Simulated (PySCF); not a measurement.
C7H11ClOSi.
Numbering: `[Cl:1][SiH2:2][C:3]1=[C:4]([O:5][CH2:6][CH:7]2[CH2:8][CH2:9]2)[CH2:10]1`

Geometry (GFN2-xTB, Å), atoms numbered from 1 in this order:
```
atom  x, y, z in Å
Cl1    4.157    1.139   -1.542
Si2    2.370    0.198   -1.443
C3     1.822    0.127    0.314
C4     0.936    0.270    1.274
O5    -0.256    0.614    1.709
C6    -1.205    0.969    0.700
C7    -1.994   -0.232    0.238
C8    -2.618   -0.223   -1.126
C9    -1.451   -1.118   -0.845
C10    2.255   -0.192    1.750
H11    1.407    0.976   -2.227
H12    2.544   -1.140   -2.008
H13   -0.685    1.435   -0.144
H14   -1.867    1.701    1.174
H15   -2.547   -0.708    1.037
H16   -2.455    0.643   -1.749
H17   -3.594   -0.665   -1.244
H18   -0.496   -0.864   -1.279
H19   -1.625   -2.179   -0.765
H20    2.384   -1.226    2.052
H21    2.908    0.494    2.279
```

NICS = −σ at a ghost point: NICS(0) at the centroid of the ring atoms, NICS(1) 1 Å to either side along the normal of their mean plane, zz for the tensor component along that normal. Level: GIAO PBE0/pcSseg-1 (PySCF, non-relativistic, gas phase) on the GFN2-xTB geometry, one conformer.

Ring bond lengths (Å), with Mayer bond orders in brackets: C3–C4 1.314 (1.60), C4–C10 1.476 (1.04), C10–C3 1.534 (0.84); C7–C8 1.499 (0.94), C8–C9 1.497 (0.98), C9–C7 1.500 (0.94).

What do the NICS probes read (ppm)?

```json
{"ring": "C3–C4–C10", "type": "3-membered carbocycle; formal bonds 1 double, 2 single", "NICS(0)": "-31.6", "NICS(1), two faces": "-6.5 / -6.5", "NICS(1)zz, two faces": "-12.3 / -12.3", "rms pucker (Å)": "0.00", "centre to ring atoms, mean (Å)": "0.83"}
{"ring": "C7–C8–C9", "type": "3-membered carbocycle; formal bonds all single", "NICS(0)": "-43.3", "NICS(1), two faces": "-8.4 / -8.8", "NICS(1)zz, two faces": "-22.1 / -24.2", "rms pucker (Å)": "0.00", "centre to ring atoms, mean (Å)": "0.87"}
```

What do they say, and how far can they be read as aromaticity?

- C3–C4–C10: mean NICS(1)zz -12.3 ppm, shielded. C10 has four or more neighbours; no verdict on aromaticity is drawn. NICS(0) lies 25 ppm below the mean NICS(1).
- C7–C8–C9: mean NICS(1)zz -23.1 ppm, shielded. C7, C8, C9 have four or more neighbours; no verdict on aromaticity is drawn. NICS(0) lies 35 ppm below the mean NICS(1).

Give the inner angles of the rings and the Hirshfeld charges of the ring atoms.

- C3–C4–C10: C3 61.9° (-0.165 e), C4 66.4° (+0.086 e), C10 51.7° (-0.093 e); sum 180.0° against 180° for a flat convex ring.
- C7–C8–C9: C7 59.9° (-0.046 e), C8 60.1° (-0.085 e), C9 60.0° (-0.088 e); sum 180.0° against 180° for a flat convex ring.

What are the shieldings of the ring atoms and their hydrogens in the same run (means over atoms taken as equivalent)?

```json
{"atoms": "C3", "environment": "fully substituted alkene carbon", "σ isotropic (ppm)": "118.6"}
{"atoms": "C4", "environment": "vinylic carbon bearing oxygen", "σ isotropic (ppm)": "18.0"}
{"atoms": "C7", "environment": "three-membered-ring carbon", "σ isotropic (ppm)": "171.0"}
{"atoms": "C8 (×2)", "environment": "three-membered-ring carbon", "σ isotropic (ppm)": "181.5"}
{"atoms": "C10", "environment": "allylic carbon", "σ isotropic (ppm)": "167.9"}
{"atoms": "H15", "environment": "methine hydrogen", "σ isotropic (ppm)": "30.48"}
{"atoms": "H16 (×2)", "environment": "methylene hydrogen", "σ isotropic (ppm)": "31.54"}
{"atoms": "H17 (×2)", "environment": "methylene hydrogen", "σ isotropic (ppm)": "31.15"}
{"atoms": "H20 (×2)", "environment": "methylene hydrogen", "σ isotropic (ppm)": "29.96"}
```
